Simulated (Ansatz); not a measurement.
TeCl₄. Charge 0, multiplicity 1. Geometry PBE-D4/def2-SVP; atoms count from 1.

Cartesian coordinates in Å:
```
Te 0.450 -0.156 -0.316
Cl 0.936 2.184 -0.957
Cl 0.121 -2.550 0.216
Cl -1.838 0.086 -0.932
Cl 0.330 0.435 1.988
```

In the def2 sets Te takes a core potential; there is no spin–orbit coupling.

(1) Estimate the Mulliken populations from the PBE0/def2-TZVP orbitals of Ansatz.

(2) And the Mayer bond orders between bonded heavy atoms (over 0.3)?

## Answers

(1) 
```csv
atom,charge (e)
Te1,0.94
Cl2,-0.31
Cl3,-0.31
Cl4,-0.15
Cl5,-0.15
```
Mulliken values and Mayer orders depend strongly on the basis.

(2) Te1–Cl2 0.92 (2.47 Å); Te1–Cl3 0.92 (2.47 Å); Te1–Cl4 1.09 (2.38 Å); Te1–Cl5 1.09 (2.38 Å).
